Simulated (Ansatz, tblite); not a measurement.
Cost and result up the ladder for the cluster Li₂Al₄ (the lowest singlet isomer of a short search) (6 atoms). Charge 0, multiplicity 1. Geometry: r2SCAN-D4/def2-SVP.

Cartesian coordinates in Å:
```
Li -1.244 0.728 -2.710
Li 0.478 -1.998 0.345
Al 0.904 0.651 -1.049
Al -0.482 -0.011 2.216
Al -1.503 0.249 -0.059
Al 1.847 0.380 1.258
```

Ansatz on 4 threads of AMD EPYC 7B13 on a shared host; xTB runs through tblite on one thread. Times are rough, summed over both states, and most runs start from the orbitals of an earlier one. No level here is sound enough to serve as a yardstick. The other state is a triplet.

The xTB rows come from tblite. The structure comes from a short search, and lower isomers may exist.

xTB has no spin-polarisation term.

```
                            level  functions  wall time  vertical triplet (eV)                                  remarks
                         GFN1-xTB         44    0.022 s                   0.48                                        –
                         GFN2-xTB         44    0.047 s                   0.42                                        –
                 PBE-D4/def2-TZVP        176       14 s                   0.97                                        –
r2SCAN-D4/def2-TZVP (with forces)        176       33 s                   0.91  restricted SCF unstable in HF (singlet)
```
